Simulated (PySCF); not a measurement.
## Pd⁺ (palladium, charge +1) across methods

[Kr] 4d8 5s1, high-spin 4F determinant (an excited configuration). Computed with PySCF 2.14 in aug-cc-pwCVTZ-PP with ECP28MDF (8s8p7d4f3g, 122 functions), with scalar relativity through the core potential.

```
method  E (hartree)  mean ε 4d α (eV)  mean ε 4d β (eV)  mean ε 5s α (eV)  Σ⟨r²⟩ (bohr²)   ⟨S²⟩
   LDA    -126.7639           -18.725           -17.164           -13.418          37.23  3.750
r2SCAN    -127.0708           -18.982           -17.341           -13.367          36.86  3.752
   UHF   -126.29644           -25.743           -23.741           -15.238          37.30  3.754
   PBE    -127.0321           -18.558           -17.075           -13.105          37.18  3.751
  PBE0    -127.0211           -20.560           -18.963           -13.791          37.04  3.751
 B3LYP    -127.0723           -20.140           -18.701           -13.724          37.14  3.751
   M06    -127.0103           -20.615           -18.941           -13.659          37.06  3.752
```

Task: Estimate the same row for B97-3.

Result: E (hartree) = -127.0503; mean ε 4d α (eV) = -20.584; mean ε 4d β (eV) = -19.106; mean ε 5s α (eV) = -13.581; Σ⟨r²⟩ (bohr²) = 36.99; ⟨S²⟩ = 3.751.

Energies and moments cover only the electrons outside the core potential.
